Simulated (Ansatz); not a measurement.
F2H2O2Sn (`[OH][Sn]([OH])([F])[F]`) at its PBE0-D4/def2-TZVP geometry, where that method's forces vanish. The species carries charge 0 and has multiplicity 1. Sn takes the def2 core potential.

```tsv
atom	x (Å)	y (Å)	z (Å)
O1	-1.536	0.782	-0.607
Sn2	0.159	0.062	-0.056
O3	-0.056	-1.404	1.168
F4	1.190	-0.566	-1.522
F5	1.167	1.487	0.691
H6	-1.515	1.740	-0.693
H7	0.591	-2.101	1.019
```

Problem. For each bond, give half the difference of the two atoms' forces along it (eV/Å; positive pushes the atoms apart) under PBE-D4, r2SCAN-D4, B3LYP-D4, ωB97M-V in def2-TZVPP. (Estimate.)

Solution. The calculation gave: 
| bond | length (Å) | PBE-D4 | r2SCAN-D4 | B3LYP-D4 | ωB97M-V |
| --- | --- | --- | --- | --- | --- |
| O1–Sn2 | 1.922 | 0.27 | 0.12 | 0.16 | 0.00 |
| O1–H6 | 0.962 | 0.36 | 0.03 | -0.03 | -0.05 |
| Sn2–O3 | 1.922 | 0.27 | 0.12 | 0.16 | 0.00 |
| Sn2–F4 | 1.899 | 0.39 | 0.06 | 0.19 | 0.01 |
| Sn2–F5 | 1.899 | 0.39 | 0.06 | 0.19 | 0.01 |
| O3–H7 | 0.962 | 0.36 | 0.03 | -0.03 | -0.05 |

B3LYP here is the variant with VWN-RPA as its local correlation; programs differ in this.

Program: Ansatz 0.2.0.
